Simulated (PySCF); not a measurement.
PySCF 2.14 output of an unrestricted B2PLYP calculation on a single atom or ion in aug-cc-pVTZ-PP with one added diffuse shell each of s, p, d, f, g type with ECP60MDF (7s7p6d4f3g, 113 functions), with scalar relativity through the core potential:

```
SCF conv_tol = 1e-09
number electrons alpha = 7  beta = 4
    A. D. Becke.,  Phys. Rev. A 38, 3098 (1988)
    C. Lee, W. Yang, and R. G. Parr.,  Phys. Rev. B 37, 785 (1988)
    B. Miehlich, A. Savin, H. Stoll, and H. Preuss.,  Chem. Phys. Lett. 157, 200 (1989)
cycle= 1 E= -56.296319163998  delta_E= -0.00336  |g|= 0.012  |ddm|= 0.121
cycle= 2 E= -56.2963741533326  delta_E= -5.5e-05  |g|= 0.00199  |ddm|= 0.0151
cycle= 3 E= -56.2963755464389  delta_E= -1.39e-06  |g|= 0.000474  |ddm|= 0.00448
cycle= 4 E= -56.2963756241927  delta_E= -7.78e-08  |g|= 2.9e-05  |ddm|= 0.00101
cycle= 5 E= -56.2963756245944  delta_E= -4.02e-10  |g|= 1.1e-06  |ddm|= 8.68e-05
converged SCF energy = -56.2963756245944  <S^2> = 3.7520604  2S+1 = 4.0010301
```

The run itself started from symmetry-adapted Hartree-Fock orbitals and held the occupation by maximum overlap, on a logarithmic radial grid, so the iterations belong to that start.

**Question.** Which element, charge and spin multiplicity is this?

**Answer.** Ta²⁺ (tantalum, charge +2), multiplicity 4; the state was [Xe] 4f14 5d3, high-spin 4F determinant. The SCF energy lacks the PT2 part of the double hybrid.

Energies and moments cover only the electrons outside the core potential. Spin-orbit coupling, absent here, splits the open shell strongly.
